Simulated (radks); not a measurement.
The numbers below are computed, except where a source is named.
Q: The mean radii <r> (bohr) of the occupied orbitals of an atom or ion are listed with their occupations. Level of theory: Dirac Kohn-Sham, LDA (Slater exchange, Perdew-Wang correlation), spin-unpolarised, spherical densities, point nucleus (a radial shooting solver on a logarithmic mesh with Libxc functionals).

| orbital | occ. | <r> |
|---|---|---|
| 1s1/2 | 2 | 0.02974 |
| 2s1/2 | 2 | 0.1282 |
| 2p1/2 | 2 | 0.1085 |
| 2p3/2 | 4 | 0.1138 |
| 3s1/2 | 2 | 0.3489 |
| 3p1/2 | 2 | 0.3398 |
| 3p3/2 | 4 | 0.3510 |
| 3d3/2 | 4 | 0.3225 |
| 3d5/2 | 6 | 0.3261 |
| 4s1/2 | 2 | 0.8476 |
| 4p1/2 | 2 | 0.9006 |
| 4p3/2 | 4 | 0.9317 |
| 4d3/2 | 4 | 1.175 |
| 4d5/2 | 6 | 1.193 |
| 5s1/2 | 2 | 2.594 |
| 5p1/2 | 0.333333 | 3.553 |
| 5p3/2 | 0.666667 | 3.735 |

Name the element and its charge. Open shells, if any, are shared by 2j + 1.

A: Z = 49, indium, charge 0: In in [Kr] 4d10 5s2 5p1. The 1s radius gives Z: for a bare nucleus <r> = (2 gamma + 1)/(2Z) with gamma = sqrt(1 - (Z/c)^2), 0.02926 bohr for Z = 49, and screening makes it slightly larger (0.02974 here). The occupations add up to 49, and the charge is Z minus that.
